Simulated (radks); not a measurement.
The numbers below are computed, except where a source is named.
Spherical quantum dot in the effective-mass picture: electrons in a parabolic well V = omega^2 r^2 / 2 with omega = 0.0959, with a point charge +2 (a donor) at the centre, all in effective atomic units (hartree* = m*/eps^2 hartree, bohr* = eps/m* bohr), one dielectric constant everywhere. Level of theory: non-relativistic Kohn-Sham, PBE, spin-polarised, spherical densities (a radial shooting solver with Libxc functionals). Levels are named by radial order and angular momentum (1s, 1p, 1d, 2s, ...), and open shells are averaged over m.

N = 7, configuration 1s2 1p(up 3, down 0) 2s2. This is the lowest configuration that the search found (a dilute case). Occupied and some empty levels:

| level | occupation | eigenvalue (hartree*) | <r> (bohr*) |
|---|---|---|---|
| 1s up | 1 | 0.33070 | 0.9575 |
| 1s down | 1 | 0.33137 | 0.9581 |
| 2s up | 1 | 0.80252 | 6.014 |
| 2s down | 1 | 0.83018 | 5.923 |
| 1p up | 3 | 0.83207 | 6.313 |
| 1p down | 0 | 0.86012 | 6.236 |
| 1d up | 0 | 0.88944 | 7.119 |
| 1d down | 0 | 0.91874 | 7.170 |
| 1f up | 0 | 0.95427 | 7.773 |
| 2p up | 0 | 0.98039 | 6.900 |
| 1f down | 0 | 0.98262 | 7.887 |
| 2p down | 0 | 0.99890 | 6.946 |
| 1g up | 0 | 1.0252 | 8.378 |
| 1g down | 0 | 1.0514 | 8.524 |

Energy (hartree*): total -0.398332, kinetic 3.2160, external -7.6123, Hartree 5.6666, exchange-correlation -1.6687.

Electron density:

| r (bohr*) | n(r) (e/bohr*^3) |
|---|---|
| 0.495 | 0.5537 |
| 1.32 | 0.03563 |
| 2.15 | 0.004380 |
| 2.97 | 0.002545 |
| 3.80 | 0.002834 |
| 4.63 | 0.002958 |
| 5.45 | 0.002701 |
| 6.28 | 0.002149 |
| 7.11 | 0.001473 |
| 7.93 | 0.0008483 |
| 8.76 | 0.0004083 |
| 9.59 | 0.0001698 |
| 10.4 | 0.00006180 |
